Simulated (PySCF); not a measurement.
## Cl²⁺ (chlorine, charge +2) across methods

[Ne] 3s2 3p3, high-spin 4S determinant. Calculation: PySCF 2.14, in dyall-acv3z; the non-relativistic Hamiltonian (point nucleus).

```
 method  E (hartree)  mean ε 3s α (eV)  mean ε 3s β (eV)  mean ε 3p α (eV)  Σ⟨r²⟩ (bohr²)   ⟨S²⟩
 r2SCAN    -458.7786           -47.587           -42.140           -33.766          15.35  3.750
 M06-2X    -458.7956           -51.229           -45.310           -36.329          15.37  3.751
    PBE    -458.6210           -46.209           -42.113           -33.096          15.37  3.750
    UHF   -458.22683           -57.517           -46.567           -39.702          15.46  3.751
   PW91    -458.7917           -46.258           -42.197           -33.155          15.36  3.750
    LDA    -457.3035           -46.025           -42.388           -33.045          15.40  3.750
LC-wPBE    -458.6794           -52.377           -46.885           -38.007          15.34  3.750
   PBE0    -458.6593           -49.256           -43.654           -34.956          15.35  3.750
```
